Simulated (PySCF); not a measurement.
O3Se, SMILES O=[Se+2]([O-])[O-].

Coordinates come from a B3LYP-D3(BJ)/def2-SVP optimisation.

Two levels are set side by side: TDA-PBE/def2-SVPD (PySCF) and ADC(2)/aug-cc-pVDZ (PySCF). Vertical, same geometry; the bases differ. Differences are taken from unrounded values.

| quantity | ADC(2) |
|---|---|
| lowest singlet excitation (eV) | 3.95 |

Question: What does TDA-PBE give, and how far is it from ADC(2)? (The exact figures need the calculation; the answer reports its results.)

Answer: 
```tsv
quantity	TDA-PBE	TDA-PBE minus ADC(2)
lowest singlet excitation (eV)	3.64	-0.31
```

A lower first singlet is the usual sign of a functional without exact exchange. Differences between two approximate levels are no errors against the true value.

Rough cost on one machine, each run with all the roots and properties that it gave: ADC(2) against TDA-PBE about 30 times.
